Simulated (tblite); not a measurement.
Species: ClH9O3Si4.
Atom-mapped SMILES: `[SiH3:1][O:2][SiH:3]([O:4][SiH3:5])[O:6][SiH2:7][Cl:8]` (hydrogens: H9, H10, H11 on Si1; H12 on Si3; H13, H14, H15 on Si5; H16, H17 on Si7)

The geometry is computed with GFN2-xTB (gas phase).

Task: List the bond lengths, angles and torsions at this level.

Result: 
| bond | length (Å) |
| --- | --- |
| Si1–O2, O4–Si5 | 1.626 |
| O2–Si3, Si3–O4 | 1.607 |
| Si3–O6 | 1.621 |
| O6–Si7 | 1.611 |
| Si7–Cl8 | 1.998 |
| Si1–H9 and 5 like bonds | 1.462 |
| Si3–H12 | 1.439 |
| Si7–H16, Si7–H17 | 1.456 |

Bonds in one row agree within 0.01 Å and their mean is given. A selection of angles:
| angle | degrees |
| --- | --- |
| Si1–O2–Si3 | 148.7 |
| O2–Si3–O4 | 111.2 |
| O2–Si3–O6 | 108.9 |
| Si3–O4–Si5 | 148.1 |
| Si3–O6–Si7 | 149.1 |
| O6–Si7–Cl8 | 111.0 |

Torsions: Si1–O2–Si3–O4 54° (synclinal); O2–Si3–O4–Si5 -58° (synclinal); O2–Si3–O6–Si7 90°; Si3–O6–Si7–Cl8 -52° (synclinal). The mirror-image conformer, all signs reversed, is as good.

O2 (siloxane oxygen) is bent (angle 148.7°). The O–Si distances run from 1.606 Å (O2–Si3, drawn single) to 1.627 Å (Si1–O2, drawn single), a spread of 0.021 Å. Si7 (chlorine-bound silicon) is distorted tetrahedral (angles from 103.1° to 115.7°). Of the pairs four or more bonds apart, Si5···Si7 is among the closest relative to their van der Waals radii: 4.25 Å, 101 % of the sum of Bondi's values. Si1 (oxygen-bound silicon) is distorted tetrahedral (angles from 101.8° to 112.9°). Si3 (oxygen-bound silicon) is tetrahedral (angles from 108.3° to 111.2°).

Point group: C1 (no symmetry element, even within 0.4 Å). GFN2-xTB frequencies show an imaginary mode (33i cm⁻¹), so the point is no minimum at that level.
